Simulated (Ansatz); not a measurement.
Species: H3Ga, SMILES `[GaH3]` (charge 0, multiplicity 1).

Question: Give a relaxed geometry from PBE0-D3(BJ)/def2-TZVP in Ansatz (a quantum-chemistry and plane-wave program).

Answer: the end point of this relaxation (outside a Z-matrix the atoms follow the SMILES, hydrogens last).
Z-matrix (Å, degrees):
```
Ga
H 1 1.5680
H 1 1.5680 2 119.99
H 1 1.5681 2 120.00 3 179.99
```
